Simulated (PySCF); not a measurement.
PySCF job for C₂H₈Sn, SMILES [CH3][SnH2][CH3], TDA-PBE0/def2-SVPD. Coordinates come from a r2SCAN-D4/def2-SVP optimisation. The structure was generated by enumeration; whether it is a known compound was not checked. The def2 effective core potentials stand for the cores of Sn; spin–orbit coupling is left out.

```python
import numpy as np
from pyscf import gto, scf, dft, tdscf

mol = gto.M(
    atom='''
    Sn   -0.00000000    0.00000000   -0.30967002
    C     1.76576798   -0.00000000    0.93283373
    C    -1.76576797   -0.00000000    0.93283374
    H    -0.00000000   -1.39772167   -1.31376092
    H     0.00000000    1.39772166   -1.31376092
    H     1.77561526    0.89423483    1.57334386
    H     2.67331502    0.00000000    0.31182138
    H     1.77561526   -0.89423483    1.57334386
    H    -2.67331501   -0.00000000    0.31182140
    H    -1.77561525    0.89423484    1.57334387
    H    -1.77561524   -0.89423483    1.57334387
    ''',
    basis='def2-SVPD',
    ecp={'Sn': 'def2-svp'},
    charge=0,
    spin=0,
    symmetry=True,
    max_memory=1600,
    verbose=4,
)
mf = dft.RKS(mol, xc='pbe0').density_fit(auxbasis='def2-universal-jkfit')
mf.grids.level = 3
mf.conv_tol = 1e-9
mf.max_cycle = 100
mf.kernel()
mf.grids = dft.Grids(mol).set(level=1).build(with_non0tab=True)  # coarser grid for the response kernel
td = tdscf.TDA(mf)
td.singlet = True
td.nstates = 10
td.conv_tol = 1e-4
td.positive_eig_threshold = 1e-6
td.kernel(x0=td.get_init_guess(mf, 15))
td.analyze()
tt = tdscf.TDA(mf)
tt.singlet = False
tt.nstates = 4
tt.conv_tol = 1e-4
tt.positive_eig_threshold = 1e-6
tt.kernel(x0=tt.get_init_guess(mf, 9))
tt.analyze(verbose=3)
```

It prints:

```
PySCF version 2.14.0

[INPUT] verbose = 4
[INPUT] num. atoms = 11
[INPUT] num. electrons = 42
[INPUT] charge = 0
[INPUT] spin (= nelec alpha-beta = 2S) = 0
[INPUT] symmetry True subgroup None
[INPUT] Mole.unit = angstrom
[INPUT] Symbol           X                Y                Z      unit          X                Y                Z       unit  Magmom
[INPUT]  1 Sn     0.000000000000   0.000000000000  -0.309670020000 AA    0.000000000000   0.000000000000  -0.585191526789 Bohr   0.0
[INPUT]  2 C      1.765767980000   0.000000000000   0.932833730000 AA    3.336817881726   0.000000000000   1.762800269456 Bohr   0.0
[INPUT]  3 C     -1.765767970000   0.000000000000   0.932833740000 AA   -3.336817862829   0.000000000000   1.762800288354 Bohr   0.0
[INPUT]  4 H      0.000000000000  -1.397721670000  -1.313760920000 AA    0.000000000000  -2.641311154670  -2.482648331957 Bohr   0.0
[INPUT]  5 H      0.000000000000   1.397721660000  -1.313760920000 AA    0.000000000000   2.641311135772  -2.482648331957 Bohr   0.0
[INPUT]  6 H      1.775615260000   0.894234830000   1.573343860000 AA    3.355426543998   1.689858919747   2.973188995166 Bohr   0.0
[INPUT]  7 H      2.673315020000   0.000000000000   0.311821380000 AA    5.051833232486   0.000000000000   0.589257007984 Bohr   0.0
[INPUT]  8 H      1.775615260000  -0.894234830000   1.573343860000 AA    3.355426543998  -1.689858919747   2.973188995166 Bohr   0.0
[INPUT]  9 H     -2.673315010000   0.000000000000   0.311821400000 AA   -5.051833213589   0.000000000000   0.589257045778 Bohr   0.0
[INPUT] 10 H     -1.775615250000   0.894234840000   1.573343870000 AA   -3.355426525101   1.689858938644   2.973189014063 Bohr   0.0
[INPUT] 11 H     -1.775615240000  -0.894234830000   1.573343870000 AA   -3.355426506204  -1.689858919747   2.973189014063 Bohr   0.0

nuclear repulsion = 140.101612616041
point group symmetry = C2v
symmetry origin: [2.69960867e-09 3.17206578e-18 5.93913924e-09]
symmetry axis x: [ 1.00000000e+00 -4.66644203e-10 -2.49435162e-09]
symmetry axis y: [-4.66644200e-10 -1.00000000e+00  1.33174733e-09]
symmetry axis z: [-2.49435162e-09 -1.33174724e-09 -1.00000000e+00]
num. orbitals of irrep A1 = 49
num. orbitals of irrep A2 = 21
num. orbitals of irrep B1 = 37
num. orbitals of irrep B2 = 29
number of shells = 60
number of NR pGTOs = 207
number of NR cGTOs = 136
basis = def2-SVPD
ecp = {'Sn': 'def2-svp'}


[settings echo left out]
init E= -271.515799237538
HOMO (B1) = -0.763688916164179  LUMO (A1) = -0.513703702325273  gap/eV = 6.80244
cycle= 1 E= -293.514313159824  delta_E=  -22  |g|= 2.69  |ddm|= 10.6
HOMO (B1) = -0.0136409223556768  LUMO (A1) = 0.0392354406935453  gap/eV = 1.43884
cycle= 2 E= -292.768452613692  delta_E= 0.746  |g|= 3.72  |ddm|=   11
HOMO (B1) = -0.275056109277671  LUMO (A1) = 0.012147931286723  gap/eV = 7.81522
cycle= 3 E= -295.136222704028  delta_E= -2.37  |g|= 0.144  |ddm|=  4.6
HOMO (B1) = -0.292957961378889  LUMO (A1) = 0.010856051620868  gap/eV = 8.26720
cycle= 4 E= -295.141127799695  delta_E= -0.00491  |g|= 0.0963  |ddm|= 0.339
HOMO (B1) = -0.30081403325206  LUMO (A1) = 0.0112937189429143  gap/eV = 8.49288
cycle= 5 E= -295.143728058494  delta_E= -0.0026  |g|= 0.0282  |ddm|= 0.135
HOMO (B1) = -0.295972609901764  LUMO (A1) = 0.012281412883361  gap/eV = 8.38802
cycle= 6 E= -295.143952395015  delta_E= -0.000224  |g|= 0.00275  |ddm|= 0.0358
HOMO (B1) = -0.296451873583948  LUMO (A1) = 0.0122095253659964  gap/eV = 8.39910
cycle= 7 E= -295.143954805603  delta_E= -2.41e-06  |g|= 0.000418  |ddm|= 0.00627
HOMO (B1) = -0.296447792909206  LUMO (A1) = 0.0122232373747018  gap/eV = 8.39937
cycle= 8 E= -295.143954864758  delta_E= -5.92e-08  |g|= 9.51e-05  |ddm|= 0.00125
HOMO (B1) = -0.296441888315616  LUMO (A1) = 0.0122240831435612  gap/eV = 8.39923
cycle= 9 E= -295.143954867668  delta_E= -2.91e-09  |g|= 1.73e-05  |ddm|= 0.000182
HOMO (B1) = -0.296440186623631  LUMO (A1) = 0.0122247551985435  gap/eV = 8.39920
cycle= 10 E= -295.143954867772  delta_E= -1.04e-10  |g|= 1.73e-06  |ddm|= 3.62e-05
HOMO (B1) = -0.296440545819944  LUMO (A1) = 0.0122247076037674  gap/eV = 8.39921
Extra cycle  E= -295.143954867773  delta_E= -5.12e-13  |g|= 1.56e-06  |ddm|= 6.72e-06
converged SCF energy = -295.143954867773
tot grids = 38168
Overwritten attributes  positive_eig_threshold  of <class 'pyscf.tdscf.rks.TDA'>


******** <class 'pyscf.tdscf.rks.TDA'> for <class 'pyscf.df.df_jk.DFSymAdaptedRKS'> ********
nstates = 10 singlet
deg_eia_thresh = 1.000e-03
wfnsym = None
conv_tol = 0.0001
eigh lindep = 1e-12
eigh level_shift = 0
eigh max_cycle = 100


Excitation energies (eV)
[7.24540169 7.52637067 7.57878909 7.65578298 7.81661581 7.84912589
 7.9763592  8.07356471 8.19340428 8.30526457]

** Singlet excitation energies and oscillator strengths **
Excited State   1:   B1      7.24540 eV    171.12 nm  f=0.0317
      21 -> 22        0.69950
Excited State   2:   A1      7.52637 eV    164.73 nm  f=0.0426
      20 -> 22        0.30523
      21 -> 23        0.62423
Excited State   3:   A1      7.57879 eV    163.59 nm  f=0.0055
      20 -> 22       -0.62934
      20 -> 24       -0.11421
      21 -> 23        0.28387
Excited State   4:   B1      7.65578 eV    161.95 nm  f=0.0337
      20 -> 23       -0.63084
      21 -> 24        0.27711
      21 -> 25       -0.11908
Excited State   5:   B2      7.81662 eV    158.62 nm  f=0.0933
      19 -> 22        0.68962
      20 -> 26       -0.13129
Excited State   6:   A2      7.84913 eV    157.96 nm  f=0.0000
      19 -> 23       -0.69276
Excited State   7:   B1      7.97636 eV    155.44 nm  f=0.4468
      20 -> 23       -0.21410
      21 -> 24       -0.60129
      21 -> 25       -0.26290
Excited State   8:   A1      8.07356 eV    153.57 nm  f=0.3408
      19 -> 26       -0.11313
      20 -> 24       -0.66801
      21 -> 23       -0.11807
Excited State   9:   B2      8.19340 eV    151.32 nm  f=0.0893
      19 -> 24       -0.66232
      19 -> 25        0.21824
Excited State  10:   A2      8.30526 eV    149.28 nm  f=0.0000
      21 -> 26       -0.69644

** Transition electric dipole moments (AU) **
state          X           Y           Z        Dip. S.      Osc.
  1        -0.4223     -0.0000      0.0000      0.1784      0.0317
  2        -0.0000      0.0000     -0.4805      0.2308      0.0426
  3        -0.0000     -0.0000     -0.1726      0.0298      0.0055
  4         0.4237      0.0000      0.0000      0.1795      0.0337
  5         0.0000      0.6979      0.0000      0.4871      0.0933
  6        -0.0000      0.0000      0.0000      0.0000      0.0000
  7         1.5121      0.0000     -0.0000      2.2865      0.4468
  8         0.0000      0.0000      1.3126      1.7230      0.3408
  9         0.0000      0.6671     -0.0000      0.4451      0.0893
 10        -0.0000      0.0000      0.0000      0.0000      0.0000

WARN: ECP detected. Skipping calculation of transition velocity and magnetic dipole moments, which have not yet been implemented.



******** <class 'pyscf.tdscf.rks.TDA'> for <class 'pyscf.df.df_jk.DFSymAdaptedRKS'> ********
nstates = 4 triplet
deg_eia_thresh = 1.000e-03
wfnsym = None
conv_tol = 0.0001
eigh lindep = 1e-12
eigh level_shift = 0
eigh max_cycle = 100


Excitation energies (eV)
[6.74827278 6.78163046 7.00351848 7.09480857]

** Triplet excitation energies and oscillator strengths **
Excited State   1:   B1      6.74827 eV    183.73 nm  f=0.0000
Excited State   2:   A1      6.78163 eV    182.82 nm  f=0.0000
Excited State   3:   B2      7.00352 eV    177.03 nm  f=0.0000
Excited State   4:   A1      7.09481 eV    174.75 nm  f=0.0000
```

The calculation finished and met its thresholds.
